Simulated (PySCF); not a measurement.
Job file and geometry (Å, from PBE0-D3(BJ)/def2-SVP) of an NMR shielding run on `C(=C)(C)[SiH2]P[SiH3]`, C3H11PSi2, GIAO B3LYP/pcSseg-1 NMR shielding, non-relativistic, gas phase (PySCF); density fitting, a coarse starting grid and PySCF grid level 2 are the driver's defaults:

```
{"job": {"kind": "nmr", "xc": "B3LYP", "basis": "pcSseg-1", "pop": false}, "charge": 0, "multiplicity": 1}
C     -1.599396    -0.023539     1.236234
C     -1.320137    -0.502117     0.014604
C     -1.319744    -1.970580    -0.298069
Si    -0.824014     0.691456    -1.347327
P      1.290076     0.116957    -1.943715
Si     2.159532     0.404694     0.125585
H     -1.853981    -0.693343     2.067215
H     -1.585888     1.047965     1.458679
H     -1.591961    -2.575289     0.580526
H     -0.325747    -2.300286    -0.646278
H     -2.025510    -2.205479    -1.111908
H     -0.915945     2.096383    -0.845021
H     -1.693073     0.538520    -2.555777
H      1.652140     1.414903    -2.418462
H      3.635810     0.593216    -0.010709
H      1.898707    -0.841210     0.904750
H      1.587545     1.571763     0.867175
```

Task: Write the output of this run.

Result: 
```
coarse grid: 14952 points
cycle   1  E = -1041.2080909704  dE =  9.796e-02  |g| = 3.828e-01  |ddm| = 3.630e+00
cycle   2  E = -1041.1931911966  dE =  1.490e-02  |g| = 4.482e-01  |ddm| = 8.204e-01
cycle   3  E = -1041.2482303691  dE = -5.504e-02  |g| = 4.705e-02  |ddm| = 4.938e-01
cycle   4  E = -1041.2485011512  dE = -2.708e-04  |g| = 3.541e-02  |ddm| = 7.316e-02
cycle   5  E = -1041.2488095714  dE = -3.084e-04  |g| = 8.030e-03  |ddm| = 3.387e-02
cycle   6  E = -1041.2488255199  dE = -1.595e-05  |g| = 2.586e-03  |ddm| = 1.054e-02
cycle   7  E = -1041.2488274075  dE = -1.888e-06  |g| = 3.988e-04  |ddm| = 4.041e-03
final grid: 128496 points
cycle   8  E = -1041.2856249537  dE = -1.769e-05  |g| = 4.631e-03  |ddm| = 2.125e-02
cycle   9  E = -1041.2856219358  dE =  3.018e-06  |g| = 5.629e-03  |ddm| = 9.824e-03
cycle  10  E = -1041.2856304440  dE = -8.508e-06  |g| = 8.208e-04  |ddm| = 5.753e-03
cycle  11  E = -1041.2856306004  dE = -1.563e-07  |g| = 2.126e-04  |ddm| = 7.787e-04
cycle  12  E = -1041.2856306118  dE = -1.143e-08  |g| = 5.434e-05  |ddm| = 2.532e-04
cycle  13  E = -1041.2856306126  dE = -7.888e-10  |g| = 1.522e-05  |ddm| = 9.100e-05
converged SCF energy = -1041.2856306126

GIAO shielding tensors (ppm)
atom      isotropic    diamagn.    paramagn.     s11        s22        s33       span
  0 C       41.630     254.023    -212.393    -73.493     64.648    133.735    207.228
  1 C       29.330     264.455    -235.126    -86.462      4.557    169.894    256.356
  2 C      153.939     246.214     -92.275    140.091    142.609    179.118     39.027
  3 Si     368.061     882.169    -514.109    331.803    376.667    395.713     63.909
  4 P      615.040     969.511    -354.471    547.330    576.700    721.091    173.761
  5 Si     407.343     880.425    -473.082    370.390    406.911    444.727     74.337
  6 H       25.586      31.164      -5.578     22.038     25.263     29.457      7.419
  7 H       25.631      32.634      -7.003     22.027     24.698     30.167      8.140
  8 H       29.578      29.568       0.010     26.237     27.656     34.842      8.605
  9 H       29.467      31.202      -1.734     24.876     30.831     32.694      7.818
 10 H       29.420      27.855       1.565     25.514     27.757     34.989      9.474
 11 H       26.890      31.274      -4.383     23.729     25.251     31.690      7.961
 12 H       26.656      29.560      -2.903     23.842     24.274     31.853      8.012
 13 H       30.692      30.341       0.351     25.468     26.768     39.841     14.373
 14 H       27.284      28.924      -1.640     23.689     24.781     33.381      9.692
 15 H       27.733      31.105      -3.372     24.160     26.812     32.227      8.067
 16 H       27.445      30.904      -3.459     24.060     26.070     32.205      8.145
```

Size and cost of the density-fitted run: 178 basis functions, 21 s wall time on 1 thread of an Arm Neoverse V1, shared host.
